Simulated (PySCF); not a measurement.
PySCF input for SSi, SMILES S=[Si] (connectivity only; charge and spin as stated), neutral, multiplicity 1, ADC(3)/aug-cc-pVDZ. Coordinates come from a PBE-D3(BJ)/def2-TZVPD optimisation.

```python
import numpy as np
from pyscf import gto, scf, dft, adc

mol = gto.M(
    atom='''
    Si    0.00000000    0.00000000   -1.04079050
    S     0.00000000    0.00000000    0.91069168
    ''',
    basis='aug-cc-pVDZ',
    charge=0,
    spin=0,
    max_memory=1600,
    verbose=4,
)
mf = scf.RHF(mol)
mf.conv_tol = 1e-10
mf.max_cycle = 100
mf.kernel()
res = {}
for kind, nroots in (('ee', 6), ('ip', 6), ('ea', 2)):
    a = adc.ADC(mf).density_fit('aug-cc-pvdz-ri')
    a.method, a.method_type = 'adc(3)', kind
    e, v, p, x = a.kernel(nroots=nroots)
    res[kind] = (e * 27.211386245988, p)
for kind, (e, p) in res.items():
    print(kind, 'energies / eV', np.round(e, 3), 'strengths', np.round(p, 4))
```

It prints:

```
PySCF version 2.14.0

[INPUT] verbose = 4
[INPUT] num. atoms = 2
[INPUT] num. electrons = 30
[INPUT] charge = 0
[INPUT] spin (= nelec alpha-beta = 2S) = 0
[INPUT] symmetry False subgroup None
[INPUT] Mole.unit = angstrom
[INPUT] Symbol           X                Y                Z      unit          X                Y                Z       unit  Magmom
[INPUT]  1 Si     0.000000000000   0.000000000000  -1.040790500000 AA    0.000000000000   0.000000000000  -1.966808998049 Bohr   0.0
[INPUT]  2 S      0.000000000000   0.000000000000   0.910691680000 AA    0.000000000000   0.000000000000   1.720957859120 Bohr   0.0

nuclear repulsion = 60.7413669778322
number of shells = 16
number of NR pGTOs = 100
number of NR cGTOs = 54
basis = aug-cc-pVDZ
ecp = {}


[settings echo left out]
init E= -686.441582418243
  HOMO = -0.269548454583396  LUMO = -0.0278340105664719  gap/eV = 6.57739
cycle= 1 E= -686.428383242984  delta_E= 0.0132  |g|= 0.345  |ddm|= 1.19
  HOMO = -0.347715833469009  LUMO = -0.0167610274932346  gap/eV = 9.00574
cycle= 2 E= -686.456727471052  delta_E= -0.0283  |g|= 0.272  |ddm|= 0.762
  HOMO = -0.388257072384549  LUMO = 0.00714215003559616  gap/eV = 10.75936
cycle= 3 E= -686.483963480639  delta_E= -0.0272  |g|= 0.0232  |ddm|= 0.299
  HOMO = -0.386510375685832  LUMO = 0.0138395193319065  gap/eV = 10.89408
cycle= 4 E= -686.48436351431  delta_E= -0.0004  |g|= 0.00549  |ddm|= 0.0757
  HOMO = -0.387729201682569  LUMO = 0.0129853623688949  gap/eV = 10.90400
cycle= 5 E= -686.484381260141  delta_E= -1.77e-05  |g|= 0.00128  |ddm|= 0.0123
  HOMO = -0.387319066547999  LUMO = 0.0128978092771285  gap/eV = 10.89046
cycle= 6 E= -686.484382278296  delta_E= -1.02e-06  |g|= 0.000341  |ddm|= 0.00292
  HOMO = -0.387369604824172  LUMO = 0.0128830475869933  gap/eV = 10.89143
cycle= 7 E= -686.484382399571  delta_E= -1.21e-07  |g|= 0.000102  |ddm|= 0.00106
  HOMO = -0.38735119783138  LUMO = 0.0128862578658602  gap/eV = 10.89102
cycle= 8 E= -686.484382412498  delta_E= -1.29e-08  |g|= 1.77e-05  |ddm|= 0.000441
  HOMO = -0.387354085007473  LUMO = 0.012884993120106  gap/eV = 10.89106
cycle= 9 E= -686.48438241282  delta_E= -3.23e-10  |g|= 4.03e-06  |ddm|= 6.01e-05
  HOMO = -0.387353443970433  LUMO = 0.0128844267871691  gap/eV = 10.89103
cycle= 10 E= -686.484382412837  delta_E= -1.71e-11  |g|= 6.98e-07  |ddm|= 1.14e-05
  HOMO = -0.387353355401993  LUMO = 0.012884370987492  gap/eV = 10.89102
Extra cycle  E= -686.484382412835  delta_E= 2.27e-12  |g|= 2.83e-07  |ddm|= 1.3e-06
converged SCF energy = -686.484382412835

******** <class 'pyscf.adc.radc.RADC'> ********
******** ADC Orbital Information ********
Number of Frozen Occupied Orbitals: 0
Number of Frozen Virtual Orbitals: 0
Number of Active Occupied Orbitals: 15
Number of Active Virtual Orbitals: 39
*****************************************
******** <class 'pyscf.df.df.DF'> ********
auxbasis = aug-cc-pvdz-ri
Reference correlation energy (doubles): -0.24782879
MP3 correlation energy of reference state (a.u.) = -0.24782879

******** <class 'pyscf.adc.radc_ee.RADCEE'> ********
max_space = 12
max_cycle = 50
conv_tol = 1e-08

*************************************************************
        ADC calculation summary (singlet states only)
*************************************************************
adc(3) root 0  |  Energy (Eh) =   0.1524571982  |  Energy (eV) =   4.14857167  |  Osc. strength = 0.00000000  |  conv = True
adc(3) root 1  |  Energy (Eh) =   0.1524572974  |  Energy (eV) =   4.14857437  |  Osc. strength = 0.00000000  |  conv = True
adc(3) root 2  |  Energy (Eh) =   0.1524974147  |  Energy (eV) =   4.14966602  |  Osc. strength = 0.00000000  |  conv = True
adc(3) root 3  |  Energy (Eh) =   0.1637764460  |  Energy (eV) =   4.45658409  |  Osc. strength = 0.02628466  |  conv = True
adc(3) root 4  |  Energy (Eh) =   0.1637764460  |  Energy (eV) =   4.45658409  |  Osc. strength = 0.02628466  |  conv = True
adc(3) root 5  |  Energy (Eh) =   0.2239206537  |  Energy (eV) =   6.09319135  |  Osc. strength = 0.18339724  |  conv = True

******** <class 'pyscf.adc.radc.RADC'> ********
******** ADC Orbital Information ********
Number of Frozen Occupied Orbitals: 0
Number of Frozen Virtual Orbitals: 0
Number of Active Occupied Orbitals: 15
Number of Active Virtual Orbitals: 39
*****************************************
******** <class 'pyscf.df.df.DF'> ********
auxbasis = aug-cc-pvdz-ri
Reference correlation energy (doubles): -0.24782879
MP3 correlation energy of reference state (a.u.) = -0.24782879

******** <class 'pyscf.adc.radc_ip.RADCIP'> ********
max_space = 12
max_cycle = 50
conv_tol = 1e-08

*************************************************************
        ADC calculation summary (doublet states only)
*************************************************************
adc(3) root 0  |  Energy (Eh) =   0.3787532615  |  Energy (eV) =  10.30640120  |  Spec. factor = 1.78131313  |  conv = True
adc(3) root 1  |  Energy (Eh) =   0.3860077102  |  Energy (eV) =  10.50380481  |  Spec. factor = 1.76840671  |  conv = True
adc(3) root 2  |  Energy (Eh) =   0.3860077102  |  Energy (eV) =  10.50380481  |  Spec. factor = 1.76840669  |  conv = True
adc(3) root 3  |  Energy (Eh) =   0.4944564286  |  Energy (eV) =  13.45484475  |  Spec. factor = 0.53398441  |  conv = True
adc(3) root 4  |  Energy (Eh) =   0.5353360686  |  Energy (eV) =  14.56723641  |  Spec. factor = 0.00520333  |  conv = True
adc(3) root 5  |  Energy (Eh) =   0.5353360722  |  Energy (eV) =  14.56723651  |  Spec. factor = 0.00520334  |  conv = True

******** <class 'pyscf.adc.radc.RADC'> ********
******** ADC Orbital Information ********
Number of Frozen Occupied Orbitals: 0
Number of Frozen Virtual Orbitals: 0
Number of Active Occupied Orbitals: 15
Number of Active Virtual Orbitals: 39
*****************************************
******** <class 'pyscf.df.df.DF'> ********
auxbasis = aug-cc-pvdz-ri
Reference correlation energy (doubles): -0.24782879
MP3 correlation energy of reference state (a.u.) = -0.24782879

******** <class 'pyscf.adc.radc_ea.RADCEA'> ********
max_space = 12
max_cycle = 50
conv_tol = 1e-08

*************************************************************
        ADC calculation summary (doublet states only)
*************************************************************
adc(3) root 0  |  Energy (Eh) =  -0.0102261816  |  Energy (eV) =  -0.27826857  |  Spec. factor = 1.81226215  |  conv = True
adc(3) root 1  |  Energy (Eh) =  -0.0102261816  |  Energy (eV) =  -0.27826857  |  Spec. factor = 1.81226215  |  conv = True
ee energies / eV [4.149 4.149 4.15  4.457 4.457 6.093] strengths [0.     0.     0.     0.0263 0.0263 0.1834]
ip energies / eV [10.306 10.504 10.504 13.455 14.567 14.567] strengths [1.7813 1.7684 1.7684 0.534  0.0052 0.0052]
ea energies / eV [-0.278 -0.278] strengths [1.8123 1.8123]
```

The calculation finished and met its thresholds.

Cost: around 4 core-minutes (rough).
